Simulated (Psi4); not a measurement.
F2In, doublet, at a GFN2-xTB geometry (such geometries of metal compounds can be far from the true shape) (the spin is typed, not shown lowest) (core potentials on In). Base run: HF/def2-SVP run with Psi4 1.11.

Psi4 was given this input:
```
memory 2 GB

molecule {
0 2
  In    0.21583697    0.08578411    0.06613032
  F    -0.77175682    1.20938463   -1.45056227
  F    -0.40335556   -1.67643143    1.09051942
}

set basis def2-svp
set reference uhf
set stability_analysis check
set scf_type pk

energy('scf')
print_variables()
```

The bond that is stretched is that between atoms 2 and 1. A test that says stable can miss a lower solution.

The base run was repeated with changes; each row names its change, and settings that it needs were set with it.

```
change                                                     ΔE vs base (mEh)  <S^2>        outcome
---------------------------------------------------------  ----------------  -----  -------------
base                                                                  0.000  0.771      converged
stability_analysis = follow; reference = uhf                          0.000  0.771      converged
bond × 1.25                                                               -      -  not converged
stability_analysis = follow; reference = uhf; bond × 1.25                 -      -  not converged
bond × 1.5                                                            144.8  0.974      converged
stability_analysis = follow; reference = uhf; bond × 1.5              134.3  1.611      converged
bond × 1.8                                                            193.2  0.889      converged
stability_analysis = follow; reference = uhf; bond × 1.8              140.4  1.745      converged
bond × 2.2                                                                -      -  not converged
stability_analysis = follow; reference = uhf; bond × 2.2                  -      -  not converged
bond × 3.0                                                           33.955  0.752      converged
stability_analysis = follow; reference = uhf; bond × 3.0             33.955  0.752      converged
```

Psi4 reported an instability in these rows: bond × 1.5; stability_analysis = follow; reference = uhf; bond × 1.5; bond × 1.8; stability_analysis = follow; reference = uhf; bond × 1.8 (restricted rows aren't judged here).

On stretching, the SCF can end on different states; <S^2> shows the spin contamination of each.
